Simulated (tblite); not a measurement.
C5H15PSi2.
Cartesian coordinates in Å at the GFN2-xTB level; atoms count from 1:
```xyz
23
C5H15PSi2 angstrom
C     -1.2435   -1.9027   -0.4905
C     -1.5652   -0.6768    0.3242
C     -1.5556    0.6855   -0.3002
Si    -2.9883    1.8723    0.0080
P     -0.3026    0.4578    1.0646
Si     1.5765    0.0521   -0.1245
C      2.4105   -1.5493    0.4897
C      2.7212    1.5294    0.2369
H     -0.4467   -1.7065   -1.2036
H     -0.9406   -2.7272    0.1530
H     -2.1319   -2.2125   -1.0429
H     -2.3880   -0.8496    1.0172
H     -1.1143    0.7224   -1.2924
H     -4.0939    1.4855   -0.8766
H     -3.4151    1.7711    1.4032
H     -2.5497    3.2343   -0.2976
H      1.3964   -0.0327   -1.5927
H      2.5664   -1.5071    1.5641
H      3.3790   -1.6865    0.0195
H      1.8116   -2.4301    0.2811
H      3.6951    1.3893   -0.2209
H      2.8704    1.6515    1.3059
H      2.3036    2.4570   -0.1424
```

Computed values, GFN2-xTB/tblite, gas phase, harmonic and unscaled. This tight-binding method is rough: wavenumbers can miss measured ones by several per cent, in bad cases by 10 to 20. Modes of hydrogen on silicon can be 10 to 20 % off. One conformer, not necessarily the lowest.

Harmonic wavenumbers (cm⁻¹): 37.1, 64.8, 81.2, 87.8, 104.1, 117.2, 133.6, 153.6, 158.2, 185.9, 211.7, 229.0, 269.9, 381.8, 454.2, 508.3, 541.1, 591.7, 638.1, 651.5, 668.0, 690.8, 747.9, 757.0, 772.7, 783.0, 792.9, 800.7, 826.3, 832.3, 846.7, 928.2, 973.2, 991.5, 1075.9, 1083.0, 1178.1, 1218.3, 1348.3, 1365.6, 1368.6, 1406.3, 1479.7, 1483.3, 1485.5, 1488.5, 1489.4, 1495.2, 2083.9, 2226.1, 2265.7, 2272.2, 2965.0, 2985.8, 2987.1, 3015.5, 3033.9, 3037.8, 3041.1, 3042.5, 3043.6, 3047.1, 3048.3.

A = 1843, B = 687.5, C = 556.7 MHz; mass 162.045 u (most abundant isotopes); point group C1, symmetry number 1.

Problem. What is the zero-point energy?

Solution. Half the sum of the wavenumbers: 39037 cm⁻¹ = 466.98 kJ/mol.

Problem. Entropy at 500 K, 1 bar (ideal gas, RRHO, classical rotation)?

Solution. Translation 183.06, rotation 134.06, vibration 314.19: S = 631.3 J/(mol K).

Problem. And Cp and H(500 K) − H(0)?

Solution. Cp = 303.82 J/(mol K), of which vibrations give 270.56 (their classical limit is 63 R = 523.8); H(500 K) − H(0) = 92.76 kJ/mol without the zero-point energy, 76.13 from vibrations.

Problem. What must be added to the electronic energy to get the Gibbs energy at 500 K and 1 bar?

Solution. ZPE + [H(500 K) − H(0)] − T·S = 466.98 + 92.76 − 315.65 = 244.09 kJ/mol.

Problem. Blend soft modes into free rotors: weight 1/[1 + (100 cm⁻¹/ν̃)⁴] for the oscillator and the rest for a rotor with moment μB/(μ + B), μ = h/(8π²ν), B = 10⁻⁴⁴ kg m². What vibrational entropy results?

Solution. 287.86 J/(mol K) in place of 314.19, which changes −T·S at 500 K by +13.16 kJ/mol.

Problem. How do the functions run with temperature in this model?

Solution. 
```json
{"T (K)": "100", "S (J/(mol K))": "328.3", "Cp (J/(mol K))": "112.2", "H − H(0) (kJ/mol)": "7.21", "G − H(0) (kJ/mol)": "-25.62", "ln q(vib)": "3.11"}
{"T (K)": "200", "S (J/(mol K))": "422.1", "Cp (J/(mol K))": "164.1", "H − H(0) (kJ/mol)": "21.03", "G − H(0) (kJ/mol)": "-63.38", "ln q(vib)": "7.64"}
{"T (K)": "300", "S (J/(mol K))": "498.7", "Cp (J/(mol K))": "217.3", "H − H(0) (kJ/mol)": "40.12", "G − H(0) (kJ/mol)": "-109.50", "ln q(vib)": "11.80"}
{"T (K)": "800", "S (J/(mol K))": "793.7", "Cp (J/(mol K))": "386.6", "H − H(0) (kJ/mol)": "197.37", "G − H(0) (kJ/mol)": "-437.57", "ln q(vib)": "29.76"}
{"T (K)": "1000", "S (J/(mol K))": "884.1", "Cp (J/(mol K))": "423.7", "H − H(0) (kJ/mol)": "278.59", "G − H(0) (kJ/mol)": "-605.55", "ln q(vib)": "35.92"}
```

q(vib) and H(0) count from the zero-point level.

Hindered rotation and anharmonicity are outside this model. Other conformers, if any are populated, would add a mixing term that is left out. The structure is chiral; the term R ln 2 for an equal mix with its mirror image is left out.
